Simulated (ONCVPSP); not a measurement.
# copper (Cu), ONCV: configuration errors across variants

Cu, optimised norm-conserving Vanderbilt (ONCV), made with ONCVPSP 4.0.1 (PBEsol, fully relativistic). Core [Ar], reference 3d10 4s1. Waves: 4s: rc 1.85 bohr, ncon 5, nbas 8, qcut 3.2 1/bohr, 2 projectors, debl 2.1 Ha; p scattering state at 0.14 Ha: rc 1.75 bohr, ncon 4, nbas 8, qcut 3.8 1/bohr, 1 projector; 3d: rc 1.25 bohr, ncon 5, nbas 9, qcut 14.9 1/bohr, 3 projectors, debl 0.8 Ha. Local part: polynomial inside 1.10 bohr (lpopt 3, dvloc0 2 Ha). Core correction: Teter function, fcfact 3.75, rcfact 1.35.

Open shells are filled in proportion to 2j + 1.

All-electron excitation energies from the reference (eV): (1) 3d10 4s0 8.106; (2) 3d9 4s0 29.421; (3) 3d9 4s1 4p1 6.865.

2 further variants failed, have other tests or too few solved ones, and are left out.

Errors AE − PS in meV (a dash: test not solved or not reliable):

| change | (1) | (2) | (3) | bound ghosts | GHOST(+) flags above zero |
| --- | --- | --- | --- | --- | --- |
| base | -7.6 | +18 | -70 | none | s |
| d: rc 0.9; local potential polynomial inside 0.90 bohr (lpopt 3, dvloc0 2 Ha) | -9.7 | +15 | -74 | none | s, p3/2, d5/2, p1/2, d3/2 |
| d: rc 0.96; local potential polynomial inside 0.96 bohr (lpopt 3, dvloc0 2 Ha) | -9.6 | +15 | -74 | none | s, p3/2, d5/2, p1/2, d3/2 |
| d: rc 1.14 | -8.4 | +16 | -72 | none | s |
| d: rc 1.24 | -7.6 | +18 | -70 | none | s |
| d: rc 1.32 | -6.9 | +21 | -67 | none | s |
| d: rc 1.46 | -5.0 | +29 | -58 | none | s |

Problem. Give the same row for: d: rc 1.56.

Solution. -7.9, +14, -98; bound ghosts: none; GHOST(+) flags above zero: s.
